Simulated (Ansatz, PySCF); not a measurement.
System: KCl, charge -1, multiplicity 2. 
Structure (B3LYP-D3(BJ)/def2-TZVP (Ansatz, a quantum-chemistry and plane-wave program) minimum search):
```
K
Cl 1 2.8549
```
Charge -1, spin multiplicity 2.

Total electronic energies in hartree. Correlated levels leave the core frozen unless marked. UHF or UKS for open shells. Spin-orbit coupling is left out. Frozen are the shells of the preceding noble gas and the d and f shells that filled before the atom's block. The outer core of K, Ca and their heavier congeners is not correlated, a term that matters for these elements. No relativistic terms. CBS marks a two-point X^-3 extrapolation of the correlation energy; Hartree-Fock from the larger set.

```
level                                        program  energy (Eh)
------------------------------------  --------------  -----------
RI-HF/def2-QZVPPD                             Ansatz  -1058.78998
PBE/def2-TZVPD                                Ansatz  -1059.83130
BP86-D3(BJ)/def2-TZVPD                 PySCF + dftd3  -1060.33885
r2SCAN-D3(BJ)/def2-TZVPD              Ansatz + dftd3  -1060.17050
PBE0/def2-SVP                                 Ansatz  -1059.66656
B2GP-PLYP-D3(BJ)/def2-TZVPD           Ansatz + dftd3  -1059.79716
RPA@PBE/def2-TZVPP                            Ansatz  -1059.08284
MP2/6-31G                                     Ansatz  -1058.74238
RI-MP2/def2-QZVPPD                            Ansatz  -1059.01427
CCSD/CBS(def2-TZVPPD,def2-QZVPPD)             Ansatz   -1059.0440
CCSD(T)/STO-3G                                Ansatz  -1047.60792
CCSD(T)/def2-SVP                              Ansatz  -1058.66761
CCSD(T)/def2-TZVPP                            Ansatz  -1058.98378
CCSD(T)/def2-QZVPP                            Ansatz  -1059.03903
CCSD(T)/CBS(def2-TZVPPD,def2-QZVPPD)          Ansatz   -1059.0561
```

Totals of different functionals don't rank their quality; only differences between species are comparable.
